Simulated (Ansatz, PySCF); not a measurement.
diarsenic (As₂), SMILES [As]#[As].

Geometry optimised at PBE-D3(BJ)/def2-TZVP.

Vertical ionisation energy (IE) and electron affinity (EA) in eV. Rows of orbital energies are one-electron estimates. Where ΔSCF, EOM or ADC give a negative EA the extra electron is unbound and the value depends on the basis.

| level | IE | EA |
|---|---|---|
| −ε(HOMO), −ε(LUMO), HF/def2-TZVPD (PySCF) | 9.20 | -0.13 |
| −ε(HOMO), −ε(LUMO), ωB97X/def2-TZVPD (PySCF) | 9.42 | 0.79 |
| −ε(HOMO), −ε(LUMO), PBE/def2-TZVPD (PySCF) | 6.50 | 3.43 |
| EOM-CCSD/aug-cc-pVDZ (PySCF) | 9.81 | 0.43 |
| ADC(2)/aug-cc-pVDZ (PySCF) | 9.70 | 0.59 |
| ΔSCF, PBE0/def2-TZVPD (Ansatz), final states of multiplicity 2 and 2 | 9.65 | 0.75 |
| ΔSCF, PBE/def2-TZVPD (Ansatz), final states of multiplicity 2 and 2 | 9.69 | 0.59 |

What vertical singlet–triplet gap does ΔSCF give with PBE0/def2-TZVPD (Ansatz, a program for electronic structure) and with PBE/def2-TZVPD (Ansatz)? (An estimate is asked for; the answer gives what the named calculation found.)

2.09 and 2.33 eV (triplet above singlet where positive).

Beyond the first one, list the lowest photoelectron lines from ADC(2)/aug-cc-pVDZ run with PySCF 2.14.0 with their pole strengths (two spins summed). (The exact figures need the calculation; the answer reports its results.)

9.72 eV (1.77), 14.07 eV (1.43).
